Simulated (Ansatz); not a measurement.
Isolated molecules relaxed with PBE0-D4/def2-TZVP in Ansatz; ΔE leaves out vibrations. CCSD(T)/CBS adds triple-zeta CCSD(T) − MP2 to the extrapolated MP2 energy (def2 sets, frozen cores). Functionals use def2-TZVPP. Elements past krypton have def2 core potentials. For In outer-core shells are correlated without core-valence functions, which leaves a few kJ/mol of doubt a bond. One conformer a species, not always the lowest.

Consider the redistribution: `C[CH2][InH][O][SiH3]` + `CO[SiH3]` → `C[CH2][InH2]` + `CO[SiH2]O[SiH3]`.

CCSD(T)/CBS gives -52.4 kJ/mol.

Question: Another level gave -57.6 kJ/mol. Which?
A. B2PLYP/def2-TZVPP
B. ωB97M-V/def2-TZVPP
C. BHLYP/def2-TZVPP
D. BLYP-D4/def2-TZVPP

Answer: A. B2PLYP -57.6, ωB97M-V -63.7, BHLYP -68.3, BLYP-D4 -51.9 kJ/mol.

Largest T1 diagnostic among the species: 0.014.

From BLYP to BHLYP (50 % exact exchange), in def2-TZVPP and without D4, ΔE moves by −15.6 kJ/mol. At CCSD(T), def2-SVP lies +6.5 kJ/mol from the extrapolated value and def2-TZVPP −5.1 kJ/mol.

CCSD(T)/CBS has its own doubt, a few kJ/mol and more with outer-core shells, so smaller differences from it don't rank the levels.
